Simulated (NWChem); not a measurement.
# Correlation energy of AgF

```
Ag
F 1 1.9738
```
Charge 0, spin multiplicity 1.

The numbers come from NWChem runs, not from measurements. Structure: optimised with PBE0/def2-SVP with def2 effective core potentials on Ag, a minimum by its harmonic frequencies.

Basis set: def2-TZVP. Each correlation energy counts from its own Hartree-Fock reference.

Effective core potentials replace the inner electrons of Ag; spin-orbit coupling is left out. The correlated methods keep 5 core orbitals frozen. The structure started from a generated list of species. Coupled-cluster values serve here as a point of comparison, not as the truth.

**Question.** Order these methods by the correlation energy they give, lowest first: MP2, SCS-MP2, CR-CCSD[T], CR-CCSD(T).

**Answer.** MP2 (-556.4 mHa), CR-CCSD[T] (-552.2 mHa), CR-CCSD(T) (-550.6 mHa), SCS-MP2 (-514.0 mHa)
